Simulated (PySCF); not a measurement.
Spinor energies of Co¹³⁺ (cobalt, charge +13)

Start: [Ne] 3s2 3p2; 3p1/2 filled at m_j = -1/2, +1/2. Calculated with PySCF 2.14 in an even-tempered Gaussian basis (19 s from 1 bohr⁻², ratio 2.4; 13 p from 1.3 bohr⁻², ratio 2.4; 5 d from 5.9 bohr⁻², ratio 2.6; 4 f from 8.8 bohr⁻², ratio 2.6): generalised Hartree-Fock with the X2C-1e Hamiltonian and a Gaussian nucleus; one run each with spin-orbit coupling (SO) switched off, then screened by Boettger's factors.

```tsv
spinor shell	electrons	ε, spin-free (eV)	ε, screened SO (eV)	weight of nominal j (screened SO)	rms radius, screened SO (bohr)
1s1/2	2	-8182.7	-8182.4	1.000	0.0648
2s1/2	2	-1359.0	-1358.8	1.000	0.273
2p1/2	2	-1217.3	-1229.3	0.978	0.243
2p3/2	4	-1217.3	-1211.3	0.989	0.247
3s1/2	2	-443.65	-443.57	1.000	0.712
3p1/2	2	-408.31	-408.76	0.690	0.711
```

| quantity | spin-free | screened SO |
| --- | --- | --- |
| E (hartree) | -1316.88323 | -1316.96335 |
| M_J | 0 | 0 |
| ⟨J²⟩ | 2.003 | 1.177 |
| ⟨L²⟩ | 2.002 | 1.916 |
| ⟨S²⟩ | 2.001 | 1.897 |

The determinant has a definite M_J but mixes levels of different J.

Each row is a mean over spinors that exchange with the open shell spreads, by up to 14.761 eV (3s1/2).

Rows whose weight is well below 1 are mixtures of j = l ± 1/2: exchange outweighs spin-orbit coupling there, and the label is only the starting occupation.

Without spin-orbit coupling the j labels of p, d and f shells carry no meaning; the spin-free column gives the mean over the occupied spinors of each nl shell.
